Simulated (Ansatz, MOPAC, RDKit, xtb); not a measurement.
Noncovalent pair: H2S (SMILES S) (first 3 atoms) with CH2O2 (SMILES O=CO); geometry from B3LYP-D3(BJ)/def2-TZVP.
(charge 0, multiplicity 1):
```json
[
 {"atom": "S", "x (Å)": "0.1716", "y (Å)": "0.5064", "z (Å)": "-0.4256"},
 {"atom": "H", "x (Å)": "0.0905", "y (Å)": "-0.7136", "z (Å)": "0.1382"},
 {"atom": "H", "x (Å)": "-1.1555", "y (Å)": "0.5707", "z (Å)": "-0.6241"},
 {"atom": "O", "x (Å)": "-0.2079", "y (Å)": "-1.3942", "z (Å)": "2.4542"},
 {"atom": "C", "x (Å)": "-0.2229", "y (Å)": "-0.4617", "z (Å)": "3.2136"},
 {"atom": "O", "x (Å)": "-0.1072", "y (Å)": "0.8234", "z (Å)": "2.8777"},
 {"atom": "H", "x (Å)": "-0.3368", "y (Å)": "-0.5566", "z (Å)": "4.3016"},
 {"atom": "H", "x (Å)": "-0.0052", "y (Å)": "0.8942", "z (Å)": "1.9015"}
]
```

Interaction energies are E(AB) − E(A) − E(B) at the monomers' geometry in the complex; basis-set methods are counterpoise corrected.

The state reached by PM6 isn't checked.

The values were computed with Ansatz (Gaussian orbitals); MOPAC for PM6 (differences of heats of formation); RDKit for the force fields; xtb for the GFN methods. Each number belongs to the level named beside it.

Q: One of these levels gives -2.86 kcal/mol for the interaction energy. Which one is it?
(A) SVWN5/def2-TZVPPD
(B) GFN1-xTB
(C) MMFF94
(D) PM6

A: C, MMFF94. The others give -3.43 (PM6), -8.40 (GFN1-xTB), -9.69 (SVWN5/def2-TZVPPD)

Ansatz is a program for electronic structure.
